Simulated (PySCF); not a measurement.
Ge(AsH2)(F)3 (AsF3GeH2), SMILES [F][Ge]([F])([F])[AsH2]. Heavy atoms are numbered as in [F:1][Ge:2]([F:3])([F:4])[AsH2:5]. Hydrogens are named by the atom that carries them.

Geometry optimised at B3LYP-D3(BJ)/def2-SVP. This is a generated structure with no PubChem entry under its InChIKey; it may be hypothetical.

Computed with KT2/pcSseg-1 run with PySCF.

GIAO shieldings, no solvent; atoms alike by connectivity are averaged. δ = σ(ref) − σ: ¹⁹F against CFCl3 (σ = 127.1 ppm); ⁷³Ge against GeH4 (σ = 1669.3 ppm); ⁷⁵As against AsH3 (σ = 1919.7 ppm); ¹H against TMS (σ = 31.47 ppm), references at their B3LYP-D3(BJ)/def2-TZVP geometries, non-relativistic.

```
atoms       nucleus  count     δ (ppm)
----------  -------  -----  ----------
F1              ¹⁹F      3      -116.3
Ge2            ⁷³Ge      1  (withheld)
As5 (AsH2)     ⁷⁵As      1        26.3
H on As5         ¹H      2  (withheld)
```

Q: Fill in the missing entries. (An estimate is asked for; the answer gives what the named calculation found.)

A: 
- Ge2, δ (ppm): 352.8
- H on As5, δ (ppm): 2.99
